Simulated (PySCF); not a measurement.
Gas-phase reaction: 2 ZrOCl2 + 3 O2 → 2 ZrO2 + 4 ClO

Energies from PySCF (xtb for GFN2), thermal terms from the rigid-rotor harmonic-oscillator model, ideal gas at 1 bar. S°(298 K) at PBE0/def2-TZVP differs from the NASA 1993 table for ZrO2 (-6 J/mol/K); whether the harmonic model or the table's entry is off was not settled. † marks an energy on the PBE0/def2-TZVP geometry and frequencies; other levels use their own. Open shells (unrestricted): O2 (multiplicity 3), ClO (multiplicity 2, electronic degeneracy 4); the rest are closed-shell singlets. GFN2 has no spin-polarisation term. Spin-orbit splitting is ignored; it lowers the true energy and changes the entropy of ClO. B3LYP is the form with VWN-RPA correlation. Zr: scalar-relativistic def2 core potential, no spin-orbit coupling. ZrOCl2: computed as isolated molecules; such fragments, hydroxides, amides, oligomers or adducts are transient or little studied in the gas. The harmonic model lacks anharmonicity and excited electronic states, which grow with temperature; levels with a mode under 35 cm⁻¹ are left out. Soft modes under 120 cm⁻¹ make the harmonic entropy rough for ZrOCl2.

| level | ΔE electronic, kJ | ΔH°(298 K), kJ | ΔS°(298 K), J/K | ΔG°(800 K), kJ |
|---|---|---|---|---|
| B3LYP/def2-TZVP† | 1083 | 1072 | 146 | 958 |
| BLYP/def2-TZVP† | 1000 | 988 | 146 | 875 |
| GFN2-xTB | 868 | 855 | 160 | 729 |
| M06-2X/def2-TZVP† | 1170 | 1158 | 146 | 1045 |
| PBE/def2-SVP | 1211 | 1200 | 149 | 1084 |
| PBE/def2-TZVP† | 1032 | 1021 | 146 | 907 |
| PBE0/def2-SVP† | 1311 | 1299 | 146 | 1186 |
| PBE0/def2-TZVP | 1132 | 1120 | 146 | 1007 |
| r2SCAN/def2-TZVP† | 1127 | 1116 | 146 | 1002 |
| LDA/def2-TZVP† | 1050 | 1038 | 146 | 925 |
| ωB97M-V/def2-TZVP† | 1146 | 1135 | 146 | 1022 |
ΔH° is lowest at GFN2-xTB and highest at PBE0/def2-SVP†. No reference value is set beside these.
